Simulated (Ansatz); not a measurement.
GeBrH3 (GeH₃Br), relaxed as a singlet with RKS PBE-D4/def2-TZVP in Ansatz, starting from the GFN2-xTB geometry. Force threshold 0.02 eV/Å.

Start:

Cartesian coordinates in Å:
```
Ge 0.0464 -0.0108 -0.1786
Br -0.5186 0.1163 2.0040
H -0.0642 -1.4491 -0.5845
H 1.4527 0.4914 -0.3042
H -0.9163 0.8521 -0.9366
```

(1) Estimate the energy that the relaxation releases and the steps that it takes.

(2) Does the start keep its bonding and symmetry?

(3) Predict the relaxed structure.

## Answers

(1) 2.0 kcal/mol, in 5 steps; 7 s on 4 threads of Intel Xeon Platinum 8259CL on a shared host. No frequencies were taken in this run, so the end may be a saddle point.

(2) By distances, no bond broke or formed. The bond that changes most is Ge1–Br2, from 2.26 to 2.33 Å (atoms count from 1). Point group C3v at the start, C3v at the end, both within 0.05 Å.

(3) 
```xyz
5

Ge    0.048   -0.011   -0.186
Br   -0.534    0.119    2.066
H    -0.066   -1.492   -0.601
H     1.496    0.506   -0.313
H    -0.944    0.877   -0.965
```
Bond lengths: 1 × Br–Ge 2.33 Å; 3 × Ge–H 1.54 Å.
